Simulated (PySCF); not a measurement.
## Magnetic susceptibility: `C=C[Si](C=C)(C=C)[Si](C)(C)C`, C₉H₁₈Si₂

Geometry:
```tsv
atom	x (Å)	y (Å)	z (Å)
Si1	0.362	0.581	0.269
C2	0.316	0.586	2.163
C3	1.376	0.567	2.956
H4	-0.666	0.581	2.624
H5	2.377	0.571	2.556
H6	1.302	0.551	4.034
C7	2.178	0.563	-0.274
C8	2.796	1.550	-0.903
H9	2.739	-0.341	-0.065
H10	2.288	2.472	-1.137
H11	3.831	1.494	-1.209
C12	-0.412	2.199	-0.343
C13	-0.851	3.180	0.430
H14	-0.518	2.309	-1.417
H15	-0.772	3.128	1.504
H16	-1.301	4.080	0.036
Si17	-0.794	-1.272	-0.593
C18	-2.631	-1.248	-0.058
C19	-0.745	-1.288	-2.506
C20	-0.031	-2.916	0.022
H21	-3.183	-2.088	-0.469
H22	-3.123	-0.338	-0.390
H23	-2.725	-1.293	1.023
H24	-1.238	-0.413	-2.919
H25	0.278	-1.288	-2.871
H26	-1.239	-2.165	-2.916
H27	0.992	-3.028	-0.325
H28	-0.013	-2.958	1.107
H29	-0.591	-3.777	-0.331
```

Computed with PySCF 2.14.0, GIAO PBE0/def2-SVP magnetisability, rotational g tensor and spin-rotation constants, non-relativistic, gas phase. Geometry: GFN2-xTB.

(1) What are the magnetisability and the molar susceptibility?

(2) Split it along the inertial axes a, b, c into diamagnetic and paramagnetic parts about the centre of mass, with the quadrupole moment.

(3) And the rotational g tensor?

Answers

(1) Isotropic -2092 × 10⁻³⁰ J/T², or -126.0 × 10⁻⁶ cm³/mol; principal values -2237, -2027, -2014 × 10⁻³⁰ J/T², anisotropy 217 × 10⁻³⁰ J/T² (root of half the summed squared differences of the principal values). The susceptibility is in cgs units.

(2) 
```
axis  χ (10⁻⁶ cm³/mol)  diamagnetic (10⁻⁶ cm³/mol)  paramagnetic (10⁻⁶ cm³/mol)  summed x² of all electrons (Å²)  quadrupole Θ (D Å)
   a            -134.7                     -1586.6                       1451.9                            384.8               -2.25
   b            -121.6                     -2421.3                       2299.6                            188.1               +1.14
   c            -121.7                     -2430.3                       2308.6                            185.9               +1.10
```
Anisotropies 2χaa − χbb − χcc = -26.1 and 2χbb − χaa − χcc = +13.1 × 10⁻⁶ cm³/mol. Θ is traceless in Buckingham's convention.

(3) 
```tsv
axis	rotational constant (GHz)	g	nuclear part	electronic part
a	0.8994	-0.0044	0.6090	-0.6135
b	0.5545	-0.0067	0.5924	-0.5991
c	0.5523	-0.0066	0.5924	-0.5990
```
Asymmetric top; isotopes 12C, 1H, 28Si; no vibrational averaging.
